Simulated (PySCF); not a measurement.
**Simulated absorption spectrum**

Species: 3-(trifluoromethyl)phenol, C7H5F3O.
Structure used (PBE0-D3(BJ)/def2-SVP), in Å, numbered top down from 1:
```
atom  x, y, z in Å
O1    -2.4733   -1.5779    0.2515
C2    -1.5013   -0.6545    0.1260
C3    -1.8838    0.6859    0.0091
C4    -0.9142    1.6745   -0.1170
C5     0.4413    1.3503   -0.1291
C6     0.8158    0.0118   -0.0139
C7     2.2728   -0.3572   -0.0730
F8     3.0259    0.4989    0.6228
F9     2.5015   -1.5820    0.4136
F10    2.7297   -0.3436   -1.3300
C11   -0.1444   -0.9894    0.1139
H12   -2.0787   -2.4538    0.3249
H13   -2.9479    0.9288    0.0233
H14   -1.2233    2.7184   -0.2040
H15    1.2015    2.1275   -0.2212
H16    0.1681   -2.0323    0.2105
```

Method: TDDFT CAM-B3LYP/def2-SVPD, vertical, gas phase, core orbitals frozen in the response (PySCF).

Computed states:

| state | E (eV) | f |
| --- | --- | --- |
| S1 | 5.07 | 0.045 |
| S2 | 5.91 | 0.033 |
| S3 | 6.25 | 0.0000 |
| S4 | 6.85 | 0.643 |
| S5 | 7.02 | 0.427 |
| S6 | 7.13 | 0.0023 |
| S7 | 7.54 | 0.0004 |
| S8 | 7.76 | 0.0022 |
| S9 | 7.84 | 0.0074 |
| S10 | 7.89 | 0.0070 |

Each state is given a Gaussian of 0.5 eV full width at half maximum, with ε(max) = 2.175×10⁸ f / Δν̃ (Δν̃ the width in cm⁻¹). The width is an assumption, not a result. The curve ends short of the highest state used, and states not computed would add to its high-energy end.

Q: Give the broadened spectrum and its maxima.

A: 
```tsv
λ (nm)	ε (L mol⁻¹ cm⁻¹)
170.1	14927
172.2	25629
174.4	38222
176.5	48293
178.6	53350
180.7	51956
182.9	44476
185.0	34157
187.1	23564
189.3	14327
191.4	8100
193.5	4246
195.6	2174
197.8	1233
199.9	1007
202.0	1113
204.1	1352
206.3	1601
208.4	1753
210.5	1778
212.7	1667
214.8	1462
216.9	1208
219.0	957
221.2	744
223.3	620
225.4	591
227.5	661
229.7	835
231.8	1080
233.9	1376
236.1	1705
238.2	1999
240.3	2238
242.4	2394
244.6	2451
246.7	2402
248.8	2262
250.9	2051
253.1	1780
255.2	1503
257.3	1228
259.5	961
261.6	739
263.7	552
265.8	402
268.0	281
270.1	194
272.2	132
274.3	87
276.5	56
278.6	35
280.7	22
282.9	13
285.0	8
287.1	5
```

Maxima: 245 nm (5.07 eV), ε about 2500, made up of S1 (100%); 210 nm (5.91 eV), ε about 1800, made up of S2 (100%); 179 nm (6.92 eV), ε about 54000, made up of S4 (62%) and S5 (38%) (ε in L mol⁻¹ cm⁻¹; maxima over ε = 5, shares over 10%).

Q: On this curve, what absorbance would a 10⁻⁴ mol/L sample give at 266 nm over a 1 cm path?

A: 266 nm is 4.661 eV, where ε is about 390 L mol⁻¹ cm⁻¹, so A = ε c l ≈ 0.039 (Beer–Lambert, with the gas-phase spectrum and the assumed width).

Q: What would ε be at 6.92 eV, the highest of these maxima, with half the width (0.25 eV)?

A: About 86100 L mol⁻¹ cm⁻¹ against 53600, a factor of about 1.6; a lone state at its own centre would give exactly 2.

Q: Coming from long wavelengths, where does ε first pass 100 L mol⁻¹ cm⁻¹?

A: At about 274 nm (4.53 eV), 0.54 eV below S1.

Time: 79 s wall, 3.0 min CPU (grids of density and orbitals included); peak memory 1.7 GiB. Hardware: AMD EPYC 7R43, 2 threads (shared host).

One conformer stands for the species.
